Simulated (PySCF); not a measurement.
Two species compared at the same levels of theory.

First species: BEt2(SiH3), C4H13BSi.
Bonds: B1–C2, B1–C9, B1–Si16, C2–C3, C9–C10. Hydrogens: H4, H5 on C2; H6, H7, H8 on C3; H11, H12 on C9; H13, H14, H15 on C10; H17, H18, H19 on Si16.

Second species: WOCl4 (singlet state).
SMILES: `[O]=[W]([Cl])([Cl])([Cl])[Cl]`

Levels: PBE0/def2-SVPD for HOMO energy, LUMO energy, HOMO–LUMO gap and static isotropic polarisability; TDDFT PBE0/def2-SVPD for lowest singlet excitation; TDA PBE0/def2-SVPD for lowest triplet excitation (Tamm–Dancoff). Geometries: PBE0-D3(BJ)/def2-SVP. Each species is one conformer at its optimised geometry, gas phase (atoms past krypton carry core potentials, spin–orbit coupling is left out). Electronic properties by PySCF.

Values for the first species:

| Property | Result |
| --- | --- |
| HOMO energy | -7.49 eV |
| LUMO energy | -1.42 eV |
| HOMO–LUMO gap | 6.07 eV |
| Lowest singlet excitation | 4.47 eV |
| Lowest triplet excitation (Tamm–Dancoff) | 3.67 eV |
| Static isotropic polarisability | 95.1 au |

Estimate the same properties for the second species, and the change in each.

```csv
property,first,second,second less first
HOMO energy,-7.49 eV,-9.08 eV,-1.59 eV
LUMO energy,-1.42 eV,-5.28 eV,-3.86 eV
HOMO–LUMO gap,6.07 eV,3.80 eV,-2.27 eV
lowest singlet excitation,4.47 eV,2.84 eV,-1.63 eV
lowest triplet excitation (Tamm–Dancoff),3.67 eV,2.13 eV,-1.54 eV
static isotropic polarisability,95.1 au,106.2 au,+11.1 au
```

On the first: The polarisability is 14.10 Å³ as a volume (1 au = 0.148185 Å³), or 1.70 au for each of the 56 electrons. The principal polarisabilities are 82.3, 100.7 and 102.4 au; their mean is the isotropic value.

On the second: The polarisability is 15.74 Å³ as a volume (1 au = 0.148185 Å³). The principal polarisabilities are 77.0, 120.8 and 120.8 au; their mean is the isotropic value. Atoms past krypton carry effective core potentials; spin–orbit coupling is left out.
